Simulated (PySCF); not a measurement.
# Radial density of S(2+) (sulfur, charge +2)

UHF, [Ne] 3s1 3p2 3d1, one real determinant (an excited configuration). All numbers are calculated (PySCF 2.14, no relativity, point nucleus, in dyall-av2z).

```
r (bohr)  4πr²ρ (e/bohr)  4πr²(ρα − ρβ)
 0.00194          0.1186         0.0005
 0.00326          0.3209         0.0013
 0.00549          0.8466         0.0035
 0.00923           2.124         0.0087
  0.0155           4.920         0.0201
  0.0261           9.933         0.0402
  0.0439           16.04         0.0636
  0.0739           18.13         0.0762
   0.124           13.52         0.1317
   0.209           13.19         0.3864
   0.352           17.55         0.4369
   0.592           9.139        -0.0244
   0.995           2.403         1.3877
    1.67           2.404         2.3947
    2.82          0.6306         0.6306
    4.74         0.05138         0.0514
    7.96       0.0003275         0.0003
```

⟨L²⟩ = 7.83 against 12 for a pure F term, so this real determinant mixes terms. The outer electron is Rydberg-like, and this basis confines it to a smaller radius and binds it less than a complete one would.

**Question.** Where is the radial spin density 4πr²(ρα − ρβ) most negative, and why is it negative at all?

**Answer.** Around r = 0.592 bohr, down to -0.0244 e/bohr: exchange with the open shell polarises the paired shells in an unrestricted calculation.
